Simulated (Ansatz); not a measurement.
Geometry optimisation, RKS PBE-D4/def2-mTZVP (Ansatz).

The input (input.yaml):

```yaml
crystal:
  periodic: [false, false, false]
  atoms:
    - { symbol: Cl, position_ang: [-1.79789, -1.06155, 0.47917] }
    - { symbol: Si, position_ang: [-0.55734, -0.05919, -0.75022] }
    - { symbol: Sb, position_ang: [1.56079, 0.67307, 0.45352] }
    - { symbol: H, position_ang: [-0.26373, -0.94501, -1.87217] }
    - { symbol: H, position_ang: [-1.30389, 1.08311, -1.2673] }
    - { symbol: H, position_ang: [0.65584, 1.16376, 1.79196] }
    - { symbol: H, position_ang: [1.70622, -0.85419, 1.16504] }
basis:
  gaussian: { orbitals: def2-mTZVP }
hamiltonian:
  xc: pbe
  dispersion: d4
relax:
  f_tol: 0.015
  max_steps: 40
```

Run as:

```bash
$ ansatz run input.yaml --threads 2 --pin off --max-ram 3072MiB --backend cpu --events-out ev --progress --plain --runs-dir out
```

Task: Where does it end, and by what steps?

Result: The forces met the threshold. After 4 steps the energy has fallen by 0.131 eV; Cl1 moved furthest, 0.12 Å.

```json
{"step": "0", "energy less start (eV)": "0.0000", "largest force component (eV/Å)": "0.993", "accepted": "yes"}
{"step": "1", "energy less start (eV)": "-0.0813", "largest force component (eV/Å)": "0.610", "accepted": "yes"}
{"step": "2", "energy less start (eV)": "-0.1297", "largest force component (eV/Å)": "0.172", "accepted": "yes"}
{"step": "3", "energy less start (eV)": "-0.1309", "largest force component (eV/Å)": "0.063", "accepted": "yes"}
{"step": "4", "energy less start (eV)": "-0.1312", "largest force component (eV/Å)": "0.006", "accepted": "yes"}
```

```xyz
7
Properties=species:S:1:pos:R:3
Cl -1.904 -1.120 0.485
Si -0.575 -0.071 -0.740
Sb 1.600 0.690 0.451
H -0.228 -0.963 -1.889
H -1.303 1.127 -1.264
H 0.658 1.222 1.804
H 1.751 -0.886 1.153
```

Run time: 9 s on 2 threads of Arm Neoverse V1 (shared host), peak memory 0.13 GiB.
